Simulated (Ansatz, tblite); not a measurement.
Removing and adding an electron: W(NH)2(NH2)2 (WN4H6). Charge 0, multiplicity 1. Geometry: PBE-D4/def2-SVP. Ansatz, gas phase; energy differences of separate SCF runs; the oxidised species was run as a doublet alone; the reduced species was run as a doublet alone.

```xyz
11

W     0.031   -0.146    0.152
N     1.268    0.074    1.409
H     1.822   -0.159    2.238
N    -0.942   -1.633    0.213
H    -1.258   -2.538    0.570
N     0.978   -0.160   -1.578
H     0.660   -0.666   -2.408
H     1.887    0.280   -1.744
N    -1.229    1.362    0.327
H    -0.995    2.267    0.742
H    -2.221    1.319    0.079
```

In the def2 sets W takes a core potential; there is no spin–orbit coupling. The xTB rows come from tblite.

| level | −HOMO (eV) | vertical IE (eV) | −LUMO (eV) | vertical EA (eV) | HOMO–LUMO gap (eV) | IE − EA (eV) | remarks |
| --- | --- | --- | --- | --- | --- | --- | --- |
| GFN1-xTB | 9.89 | 12.83 | 5.94 | 3.07 | 3.95 | 9.76 | – |
| GFN2-xTB | 9.30 | 12.38 | 6.10 | 3.35 | 3.20 | 9.04 | – |
| PBE-D4/def2-TZVP | 5.35 | 8.17 | 1.17 | – | 4.18 | – | – |
| PBE-D4/def2-TZVPD | 5.47 | – | 1.34 | -0.86 | 4.13 | – | HOMO above zero (-1 doublet) |
| r2SCAN-D4/def2-TZVP | 5.63 | 8.26 | 1.05 | – | 4.58 | – | – |
| r2SCAN-D4/def2-TZVPD | 5.71 | – | 1.17 | -1.04 | 4.54 | – | HOMO above zero (-1 doublet) |
| PBE0-D4/def2-TZVP | 6.63 | 8.47 | 0.34 | – | 6.29 | – | – |
| PBE0-D4/def2-TZVPD | 6.72 | – | 0.50 | -1.02 | 6.22 | – | HOMO above zero (-1 doublet) |

   A HOMO above zero means that the electron is unbound at that level or that self-interaction error raises the level; the energy of removing that electron tells which. Raw xTB energy differences between charge states are shifted by several eV; the methods need an empirical correction for them. A negative affinity means that the extra electron isn't bound; its size then hangs on the basis.
